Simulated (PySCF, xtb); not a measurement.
C₂H₇FSi₃, SMILES F[SiH2][Si@H]1C=C[SiH2]1. The values are those of a single conformer.

Harmonic wavenumbers (cm⁻¹) from GFN2-xTB run with xtb at its own minimum, in rising order: 24, 80, 86, 164, 249, 329, 350, 398, 446, 477, 495, 522, 592, 598, 614, 710, 727, 730, 753, 787, 804, 817, 934, 1078, 1264, 1568, 2053, 2172, 2191, 2247, 2276, 3018, 3037.

**Question.** What does PBE0-D3(BJ)/def2-SVP run with PySCF 2.14.0 give at its own minimum? (An estimate is asked for; the answer gives what the named calculation found.)

**Answer.** 37, 70, 88, 185, 251, 381, 420, 439, 490, 542, 587, 642, 684, 696, 735, 742, 769, 791, 850, 905, 945, 945, 1027, 1062, 1274, 1573, 2210, 2218, 2226, 2227, 2237, 3148, 3170. Paired by order, the mean absolute difference is 65 cm⁻¹ and the zero-point energies are 46.6 and 49.4 kcal/mol.
